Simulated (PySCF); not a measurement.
**Two-component Hartree-Fock for Tc⁺ (technetium, charge +1)**

Start: [Kr] 4d4 5s2; 4d5/2 filled at m_j = -1/2, +1/2, +3/2, +5/2. Calculated with PySCF 2.14 in x2c-TZVPall-2c with one added diffuse shell each of s, p, d type (9s10p8d1f, 86 functions): generalised Hartree-Fock with the X2C-1e Hamiltonian and a Gaussian nucleus; one run each with spin-orbit coupling (SO) switched off, then screened by Boettger's factors. This is a chosen level, not necessarily the ground level.

| spinor shell | electrons | ε, spin-free (eV) | ε, screened SO (eV) | weight of nominal j (screened SO) | rms radius, screened SO (bohr) |
| --- | --- | --- | --- | --- | --- |
| 1s1/2 | 2 | -21172.1 | -21170.9 | 1.000 | 0.0394 |
| 2s1/2 | 2 | -3108.9 | -3108.6 | 1.000 | 0.162 |
| 2p1/2 | 2 | -2777.0 | -2858.7 | 1.000 | 0.141 |
| 2p3/2 | 4 | -2777.0 | -2738.9 | 1.000 | 0.145 |
| 3s1/2 | 2 | -585.12 | -585.06 | 1.000 | 0.442 |
| 3p1/2 | 2 | -473.17 | -487.39 | 1.000 | 0.439 |
| 3p3/2 | 4 | -473.17 | -466.54 | 1.000 | 0.450 |
| 3d3/2 | 4 | -292.18 | -294.56 | 0.972 | 0.433 |
| 3d5/2 | 6 | -292.18 | -290.56 | 0.981 | 0.436 |
| 4s1/2 | 2 | -101.61 | -101.62 | 1.000 | 1.12 |
| 4p1/2 | 2 | -67.530 | -71.848 | 0.697 | 1.24 |
| 4p3/2 | 4 | -67.530 | -65.461 | 0.849 | 1.25 |
| 4d5/2 | 4 | -24.745 | -24.715 | 0.664 | 1.69 |
| 5s1/2 | 2 | -14.500 | -14.503 | 0.988 | 3.25 |

| quantity | spin-free | screened SO |
| --- | --- | --- |
| E (hartree) | -4282.33134 | -4282.88124 |
| M_J | 4 | 4 |
| ⟨J²⟩ | 20.158 | 20.143 |
| ⟨L²⟩ | 6.149 | 6.217 |
| ⟨S²⟩ | 6.009 | 5.982 |

Each row is a mean over spinors that exchange with the open shell spreads, by up to 9.628 eV (4p3/2).

Rows whose weight is well below 1 are mixtures of j = l ± 1/2: exchange outweighs spin-orbit coupling there, and the label is only the starting occupation.

⟨J²⟩ departs a little from M_J(M_J + 1) because the unrestricted spinors polarise the closed shells.

Breit and QED terms are absent; they matter most for the inner s and p1/2 levels.

Densities and radii are taken from the X2C orbitals without a picture-change correction, which distorts them close to the nucleus.

Without spin-orbit coupling the j labels of p, d and f shells carry no meaning; the spin-free column gives the mean over the occupied spinors of each nl shell, and its ⟨J²⟩ belongs to a mixture of degenerate components.
